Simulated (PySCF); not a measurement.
# C₆ coefficients of unlike pairs at PBE

Calculated with PySCF 2.14 from the dipole response of each species, C₆(A,B) = (3/π) ∫ α_A(iu) α_B(iu) du, in atomic units, from isotropic polarisabilities. For ions this is the dispersion term alone; charge-induced terms of lower order in 1/R come first.

```csv
species,configuration,basis,relativity,α (bohr³),C₆ (like pair)
Co(2+),[Ar] 3d7 (4F),aug-cc-pVTZ-DK (8s7p5d3f2g),spin-free X2C,3.736,10.79
Ni(3+),[Ar] 3d7 (4F),"x2c-TZVPPall with one added diffuse shell each of s, p, d, f type (7s6p5d3f1g)",spin-free X2C,1.786,4.179
Ge,[Ar] 3d10 4s2 4p2 (3P),aug-cc-pVDZ-PP with ECP10MDF (5s4p3d),core potential,43.61,379.6
Te+,[Kr] 4d10 5s2 5p3 (4S),"aug-cc-pVTZ-PP with one added diffuse shell each of d, f type with ECP28MDF (6s5p5d3f)",core potential,22.58,186.1
```

**Question.** Estimate C₆ for Ge with Co(2+).

**Answer.** The integral gives 51.67. The combination rule 2 C_A C_B / (C_A α_B/α_A + C_B α_A/α_B) gives 51.69 and the geometric mean 64.00.

No spin-orbit coupling is included.

The other pairs:

```csv
pair,C₆
"Te+, Ni(3+)",23.21
"Te+, Ge",256.1
"Ni(3+), Co(2+)",6.594
"Ge, Ni(3+)",27.71
"Te+, Co(2+)",41.21
```
